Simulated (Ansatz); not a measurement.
`Sc1ccc(-c2ccc(-c3ccc(-c4ccc(-c5ccc(-c6ccc(S)cc6)cc5)cc4)cc3)cc2)cc1` with charge +1. The state is a doublet with charge 1. Geometry PBE-D4/def2-SVP, that of the neutral singlet; atoms count from 1.

```xyz
64

S     5.731  -11.506   -5.700
C     5.059  -10.018   -5.007
C     3.749  -10.067   -4.482
C     3.170   -8.927   -3.920
C     3.865   -7.696   -3.858
C     3.246   -6.491   -3.261
C     2.335   -6.589   -2.184
C     1.754   -5.452   -1.618
C     2.054   -4.156   -2.098
C     1.442   -2.951   -1.494
C     2.141   -1.723   -1.434
C     1.566   -0.586   -0.861
C     0.261   -0.618   -0.317
C    -0.347    0.586    0.295
C    -1.238    0.483    1.387
C    -1.809    1.619    1.968
C    -1.519    2.916    1.485
C    -2.122    4.119    2.101
C    -2.437    5.262    1.330
C    -3.008    6.396    1.912
C    -3.292    6.450    3.297
C    -3.896    7.652    3.914
C    -3.620    8.948    3.422
C    -4.186   10.088    4.002
C    -5.059    9.969    5.104
S    -5.820   11.359    5.901
C    -5.346    8.682    5.606
C    -4.771    7.551    5.020
C    -2.976    5.307    4.068
C    -2.407    4.171    3.485
C    -0.629    3.018    0.390
C    -0.057    1.882   -0.189
C    -0.439   -1.845   -0.378
C     0.136   -2.981   -0.953
C     2.965   -4.058   -3.175
C     3.545   -5.195   -3.742
C     5.175   -7.664   -4.389
C     5.766   -8.799   -4.952
H     6.927  -10.973   -6.073
H     3.175  -11.006   -4.526
H     2.138   -8.986   -3.543
H     2.107   -7.577   -1.756
H     1.079   -5.567   -0.756
H     3.174   -1.670   -1.810
H     2.156    0.340   -0.797
H    -1.474   -0.508    1.802
H    -2.511    1.499    2.807
H    -2.265    5.245    0.243
H    -3.276    7.250    1.271
H    -2.922    9.073    2.581
H    -3.937   11.082    3.599
H    -5.292   12.312    5.084
H    -6.033    8.565    6.458
H    -5.034    6.557    5.415
H    -3.145    5.324    5.155
H    -2.141    3.316    4.125
H    -0.366    4.012   -0.002
H     0.618    2.001   -1.050
H    -1.471   -1.898   -0.001
H    -0.454   -3.908   -1.016
H     3.193   -3.069   -3.602
H     4.218   -5.080   -4.606
H     5.759   -6.733   -4.335
H     6.794   -8.737   -5.344
```

Single mean-field runs in def2-SVP are fitted with def2-universal-jkfit.

(1) Estimate the Mulliken populations of the heavy atoms from the PBE0/def2-SVP orbitals of Ansatz.

(2) Where does the spin sit?

(3) And the Mayer bond orders between heavy atoms (over 0.3, the first 40 of 43)?

Answers

(1) 
```tsv
atom	charge (e)	spin (α − β)
S1	0.09	0.10
C2	-0.11	0.05
C3	0.01	0.00
C4	-0.03	0.01
C5	0.02	0.05
C6	0.04	0.06
C7	-0.03	0.01
C8	-0.02	0.01
C9	0.03	0.05
C10	0.04	0.05
C11	-0.02	0.01
C12	-0.02	0.01
C13	0.03	0.05
C14	0.03	0.05
C15	-0.02	0.01
C16	-0.02	0.01
C17	0.03	0.05
C18	0.03	0.05
C19	-0.02	0.01
C20	-0.03	0.01
C21	0.04	0.06
C22	0.02	0.05
C23	-0.02	0.02
C24	-0.01	0.00
C25	-0.11	0.05
S26	0.09	0.10
C27	0.01	0.00
C28	-0.03	0.01
C29	-0.03	0.01
C30	-0.02	0.01
C31	-0.02	0.01
C32	-0.02	0.01
C33	-0.02	0.01
C34	-0.02	0.01
C35	-0.02	0.01
C36	-0.03	0.01
C37	-0.02	0.02
C38	-0.01	0.00
```
Mulliken values depend strongly on the basis.

(2) Summed by element: S 0.19, C 0.83, H -0.02, of 1 unpaired in all. Largest on single atoms: S26 0.10, S1 0.10, C21 0.06.

(3) S1–C2 1.11 (1.77 Å); C2–C3 1.32 (1.41 Å); C2–C38 1.34 (1.41 Å); C3–C4 1.48 (1.40 Å); C4–C5 1.33 (1.41 Å); C5–C6 1.06 (1.48 Å); C5–C37 1.33 (1.41 Å); C6–C7 1.32 (1.41 Å); C6–C36 1.32 (1.41 Å); C7–C8 1.44 (1.40 Å); C8–C9 1.32 (1.41 Å); C9–C10 1.06 (1.48 Å); C9–C35 1.32 (1.41 Å); C10–C11 1.33 (1.41 Å); C10–C34 1.33 (1.41 Å); C11–C12 1.44 (1.40 Å); C12–C13 1.33 (1.41 Å); C13–C14 1.05 (1.48 Å); C13–C33 1.33 (1.41 Å); C14–C15 1.33 (1.41 Å); C14–C32 1.33 (1.41 Å); C15–C16 1.44 (1.40 Å); C16–C17 1.33 (1.41 Å); C17–C18 1.05 (1.48 Å); C17–C31 1.33 (1.41 Å); C18–C19 1.32 (1.41 Å); C18–C30 1.32 (1.41 Å); C19–C20 1.44 (1.40 Å); C20–C21 1.32 (1.41 Å); C21–C22 1.06 (1.48 Å); C21–C29 1.32 (1.41 Å); C22–C23 1.33 (1.41 Å); C22–C28 1.32 (1.41 Å); C23–C24 1.47 (1.40 Å); C24–C25 1.34 (1.41 Å); C25–S26 1.11 (1.77 Å); C25–C27 1.32 (1.41 Å); C27–C28 1.48 (1.40 Å); C29–C30 1.45 (1.40 Å); C31–C32 1.44 (1.40 Å).
